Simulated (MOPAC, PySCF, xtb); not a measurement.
Complex: H2O (SMILES O) (first 3 atoms) with AsH3 (SMILES [AsH3]); geometry from B3LYP-D3(BJ)/def2-TZVP, rigid monomers moved along the line of their centres of mass till H3···As4 is 2.43 Å.
(charge 0, multiplicity 1):
```
atom    x (Å)    y (Å)    z (Å)
----  -------  -------  -------
O     -0.0488   0.6324  -0.5999
H     -0.9101   0.3057  -0.8787
H     -0.0010   0.4395   0.3458
As     0.2072  -0.3758   2.6222
H     -0.2226   0.3141   3.9083
H      1.6215  -0.6193   3.1256
H     -0.2832  -1.7377   3.0918
```

Counterpoise-corrected where a basis set is named; no monomer relaxation. Rows marked so take none.

Rows in 6-31G* carry no dispersion term and start afresh at each structure (6-31G* with six Cartesian d functions); the Pople sets are all-electron and without relativity. The state reached by AM1, PM6 isn't checked.

Run with MOPAC for AM1, PM6 (differences of heats of formation); PySCF for 6-31G* rows; xtb for the GFN methods. Each number belongs to the level named beside it.

### Question
One of these levels gives 1.15 kcal/mol for the interaction energy. Name it.
A. AM1
B. GFN-FF
C. BP86/6-31G* (no counterpoise)
D. PM6

### Answer
A, AM1. The others give -1.74 (GFN-FF), 2.91 (PM6), -1.13 (BP86/6-31G* (no counterpoise))
